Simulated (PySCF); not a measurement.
**Running PySCF for ZnTe**

The script input.py:

```python
from pyscf import gto, scf, tdscf

mol = gto.M(
    atom='Zn 0 0 0; Te 0 0 2.217',
    basis='def2-svp',
    ecp={'Te': 'def2-svp'},
    charge=0,
    spin=0,
    verbose=4,
)
mf = scf.RHF(mol)
mf.kernel()
td = tdscf.TDA(mf)
td.nstates = 8
td.kernel()
td.analyze(verbose=3)
mf.dip_moment()
print('orbital energies (hartree):', mf.mo_energy[..., max(0, mol.nelec[1]-3):mol.nelec[0]+3].round(4))
```

```bash
$ OMP_NUM_THREADS=1 python input.py
```

Output (some set-up lines removed):

```
PySCF version 2.14.0

[INPUT] Symbol           X                Y                Z      unit          X                Y                Z       unit  Magmom
[INPUT]  1 Zn     0.000000000000   0.000000000000   0.000000000000 AA    0.000000000000   0.000000000000   0.000000000000 Bohr   0.0
[INPUT]  2 Te     0.000000000000   0.000000000000   2.217000000000 AA    0.000000000000   0.000000000000   4.189522818161 Bohr   0.0

nuclear repulsion = 171.857280948309
number of shells = 21
number of NR pGTOs = 134
number of NR cGTOs = 57
basis = def2-svp
ecp = {'Te': 'def2-svp'}

******** <class 'pyscf.scf.hf.RHF'> ********
method = RHF
initial guess = minao
damping factor = 0
level_shift factor = 0
DIIS = <class 'pyscf.scf.diis.CDIIS'>
SCF conv_tol = 1e-09
SCF max_cycles = 50
Initial guess from minao.
init E= -2016.0045793149
  HOMO = -1.01852433473697  LUMO = -0.522064206160707  gap/eV = 13.50937
cycle= 1 E= -2043.42539412364  delta_E= -27.4  |g|= 2.06  |ddm|= 7.17
  HOMO = -0.0227117124672598  LUMO = -0.00693819410561849  gap/eV = 0.42922
cycle= 2 E= -2043.23285085628  delta_E= 0.193  |g|=  1.9  |ddm|= 5.46
  HOMO = -0.274762805112978  LUMO = -0.0149615345081813  gap/eV = 7.06955
cycle= 3 E= -2044.46125383963  delta_E= -1.23  |g|= 0.437  |ddm|= 2.98
  HOMO = -0.272071388181716  LUMO = -0.0570718298442472  gap/eV = 5.85044
cycle= 4 E= -2044.52764311388  delta_E= -0.0664  |g|= 0.124  |ddm|= 0.741
  HOMO = -0.272911135284129  LUMO = -0.0405760709863259  gap/eV = 6.32216
cycle= 5 E= -2044.53086706692  delta_E= -0.00322  |g|= 0.0421  |ddm|= 0.128
  HOMO = -0.278736143876424  LUMO = -0.035961259364349  gap/eV = 6.60624
cycle= 6 E= -2044.53148782743  delta_E= -0.000621  |g|= 0.0122  |ddm|= 0.0745
  HOMO = -0.279859050117032  LUMO = -0.035433890147317  gap/eV = 6.65115
cycle= 7 E= -2044.53162282022  delta_E= -0.000135  |g|= 0.00477  |ddm|= 0.0444
  HOMO = -0.280173047041214  LUMO = -0.0347733228198237  gap/eV = 6.67767
cycle= 8 E= -2044.53165764961  delta_E= -3.48e-05  |g|= 0.00217  |ddm|= 0.0213
  HOMO = -0.280437962369088  LUMO = -0.0347629654293868  gap/eV = 6.68516
cycle= 9 E= -2044.53166555366  delta_E= -7.9e-06  |g|= 0.000737  |ddm|= 0.0129
  HOMO = -0.280693686276063  LUMO = -0.0347501700586506  gap/eV = 6.69246
cycle= 10 E= -2044.53166625589  delta_E= -7.02e-07  |g|= 0.000146  |ddm|= 0.00401
  HOMO = -0.280716147774926  LUMO = -0.0347361036913725  gap/eV = 6.69346
cycle= 11 E= -2044.53166627068  delta_E= -1.48e-08  |g|= 2.29e-05  |ddm|= 0.000475
  HOMO = -0.280720698690289  LUMO = -0.0347368821973859  gap/eV = 6.69356
cycle= 12 E= -2044.53166627106  delta_E= -3.78e-10  |g|= 6.34e-06  |ddm|= 6.95e-05
  HOMO = -0.280722196770981  LUMO = -0.0347366079848968  gap/eV = 6.69361
Extra cycle  E= -2044.53166627108  delta_E= -1.96e-11  |g|= 2.33e-06  |ddm|= 1.87e-05
converged SCF energy = -2044.53166627108

******** <class 'pyscf.tdscf.rhf.TDA'> for <class 'pyscf.scf.hf.RHF'> ********
nstates = 8 singlet
deg_eia_thresh = 1.000e-03
wfnsym = None
conv_tol = 1e-05
eigh lindep = 1e-12
eigh level_shift = 0
eigh max_cycle = 100

Excitation energies (eV)
[1.27816832 1.27816832 4.32667425 6.00245567 6.08378533 6.08378533
 7.34449964 7.34449964]

** Singlet excitation energies and oscillator strengths **
Excited State   1:      1.27817 eV    970.01 nm  f=0.0069
Excited State   2:      1.27817 eV    970.01 nm  f=0.0069
Excited State   3:      4.32667 eV    286.56 nm  f=0.3586
Excited State   4:      6.00246 eV    206.56 nm  f=0.0000
Excited State   5:      6.08379 eV    203.79 nm  f=0.0000
Excited State   6:      6.08379 eV    203.79 nm  f=0.0000
Excited State   7:      7.34450 eV    168.81 nm  f=0.0544
Excited State   8:      7.34450 eV    168.81 nm  f=0.0544
Dipole moment(X, Y, Z, Debye):  0.00000, -0.00000, -6.64122
orbital energies (hartree): [-0.3622 -0.2807 -0.2807 -0.0347  0.1583  0.1584]
```

In short: E(SCF) = -2044.531666 Eh, 12 cycles, μz(SCF) = -6.64 D, first singlet excitations without spin–orbit coupling 1.28, 1.28, 4.33, 6.00, 6.08 eV.

It ran on Arm Neoverse V1 (1 thread, shared host) in 2.8 s.

Stability towards an unrestricted solution was not tested. The bond length is a typed value, not an optimised one.
